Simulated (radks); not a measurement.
Problem. Ionisation ladder of caesium, from Cs44+ to Cs54+. Each ion is in the ground configuration listed by NIST, and IE = E(next ion) - E(this ion), with E = 0 for the bare nucleus. Method: Dirac Kohn-Sham, relativistic LDA (MacDonald-Vosko exchange, VWN5 correlation), spin-unpolarised, spherical densities, finite nucleus; open shells fill j = l - 1/2 first; Fermi nuclear charge, rms radius 4.8041 fm; computed with a radial shooting solver on a logarithmic mesh with Libxc functionals.

| species | configuration | IE, Delta-SCF (eV) | -e(HOMO) (eV) | HOMO |
|---|---|---|---|---|
| Cs44+ | [Ne] 3s1 | ? | 3442.1 | 3s1/2 |
| Cs45+ | [Ne] | 7987.4 | 7867.9 | 2p3/2 |
| Cs46+ | [He] 2s2 2p5 | 8227.9 | 8107.3 | 2p3/2 |
| Cs47+ | [He] 2s2 2p4 | 8470.4 | 8348.9 | 2p3/2 |
| Cs48+ | [He] 2s2 2p3 | ? | 8592.3 | 2p3/2 |
| Cs49+ | [He] 2s2 2p2 | 9359.1 | 9228.9 | 2p1/2 |
| Cs50+ | [He] 2s2 2p1 | ? | 9489.4 | 2p1/2 |
| Cs51+ | [He] 2s2 | 9981.2 | 9875.7 | 2s1/2 |
| Cs52+ | [He] 2s1 | 10181.6 | 10085.4 | 2s1/2 |
| Cs53+ | [He] | ? | 41396 | 1s1/2 |
| Cs54+ | 1s1 | 42758 | 42333 | 1s1/2 |

Estimate the withheld Delta-SCF values.

Solution. Cs44+: 3481.7 eV (NIST 3485); Cs48+: 8714.6 eV (NIST 8726); Cs50+: 9619.5 eV (NIST 9629); Cs53+: 41867 eV (NIST 41861.1).

Beside tabulated values, note that spin-unpolarised runs miss the spin-polarisation part of the exchange energy of open shells.
